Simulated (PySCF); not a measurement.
Molecule: SMILES CO[SiH2]C#C[SiH3], C₃H₈OSi₂.

Mapped SMILES: `[CH3:1][O:2][SiH2:3][C:4]#[C:5][SiH3:6]` (H(Xn): hydrogen on atom n).

Geometry PBE0-D3(BJ)/def2-SVP throughout; GIAO in PySCF 2.14, gas phase, one conformer, non-relativistic; equivalent atoms averaged; functional PBE0.

(1) How do the shifts δ (against TMS, H2O at the same level) depend on the basis set? (ppm; last column core-seconds on shared hosts with different chips, so compare them loosely)

(2) Which nucleus moves most, in ppm?

(3) Taking the largest basis, def2-TZVP (246 functions), as the yardstick, rank the others by their worst heavy-atom deviation.

## Answers

(1) 
| basis set | functions | C4 | C5 | C1 | O2 | Si3 | Si6 | H(Si3) | H(Si6) | H(C1) | core-s |
| --- | --- | --- | --- | --- | --- | --- | --- | --- | --- | --- | --- |
| STO-3G | 46 | 88.0 | 86.8 | 48.0 | -89.9 | -47.1 | -85.2 | 2.59 | 1.99 | 1.66 | 3.8 |
| 6-31G | 78 | 109.3 | 105.4 | 51.0 | -25.2 | -13.1 | -67.0 | 5.15 | 4.06 | 3.76 | 7.1 |
| 6-31G* | 108 | 108.3 | 101.3 | 50.3 | -6.2 | -23.9 | -64.3 | 5.06 | 4.33 | 3.57 | 11 |
| def2-SVP | 132 | 110.4 | 104.8 | 49.5 | 6.8 | -57.9 | -101.5 | 4.78 | 4.16 | 3.41 | 12 |
| pcSseg-1 | 156 | 119.2 | 112.8 | 53.0 | 2.8 | -46.5 | -96.3 | 4.79 | 4.19 | 3.65 | 12 |
| 6-311+G(2d,p) | 226 | 117.5 | 111.7 | 51.6 | 2.6 | -46.7 | -96.7 | 5.12 | 4.50 | 3.59 | 27 |
| def2-TZVP | 246 | 118.6 | 112.0 | 52.5 | 9.1 | -47.3 | -95.7 | 5.11 | 4.48 | 3.54 | 33 |

(2) O2 (oxygen bonded to C, Si): from -89.9 ppm with STO-3G to 9.1 ppm with def2-TZVP. The smallest spread is 2.09 ppm, at H(C1). Proton shifts span only some 12 ppm, so a few tenths of a ppm matter as much there as several ppm in carbon.

(3) pcSseg-1 6.3 ppm (156 functions), 6-311+G(2d,p) 6.6 ppm (226 functions), def2-SVP 10.6 ppm (132 functions), 6-31G* 31.4 ppm (108 functions), 6-31G 34.3 ppm (78 functions), STO-3G 99.1 ppm (46 functions).

A small basis that lands close on one nucleus may do so by chance; judge by the trend and by all nuclei.
